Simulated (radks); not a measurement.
The manganese ion Mn+, 24 electrons, occupied as [Ar] 3d5 4s1 (the NIST ground configuration). Method: scalar-relativistic Kohn-Sham, r2SCAN, spin-polarised, spherical densities, finite nucleus; open shells are filled with parallel spins first; meta-GGA in the generalised Kohn-Sham scheme; Fermi nuclear charge, rms radius 3.7057 fm; computed with a radial shooting solver on a logarithmic mesh with Libxc functionals.

Unscreened Slater integrals over Kohn-Sham orbitals (hartree). They are taken over the spin-up orbitals.

\begin{tabular}{lr}
integral & value \\ \hline
F0(4s,4s) & 0.33071 \\
F0(4s,3d) & 0.41272 \\
G2(4s,3d) & 0.056570 \\
F0(4s,3p) & 0.42437 \\
G1(4s,3p) & 0.026595 \\
F0(4s,3s) & 0.42650 \\
G0(4s,3s) & 0.018856 \\
F0(3d,3d) & 0.80273 \\
F2(3d,3d) & 0.36588 \\
F4(3d,3d) & 0.22661 \\
F0(3d,3p) & 0.88836 \\
F2(3d,3p) & 0.41536 \\
G1(3d,3p) & 0.51602 \\
G3(3d,3p) & 0.31094 \\
F0(3d,3s) & 0.91056 \\
G2(3d,3s) & 0.39033 \\
F0(3p,3p) & 1.0005 \\
F2(3p,3p) & 0.50100 \\
F0(3p,3s) & 1.0283 \\
G1(3p,3s) & 0.68220 \\
F0(3s,3s) & 1.0588 \\
\end{tabular}

Derived for the open shells (J is the average intra-shell exchange parameter used in DFT+U). 3d: Racah B = F2/49 - 5 F4/441 = 0.004898 hartree, C = 35 F4/441 = 0.01799 hartree, C/B = 3.67, F4/F2 = 0.619, J = (F2 + F4)/14 = 0.04232 hartree.
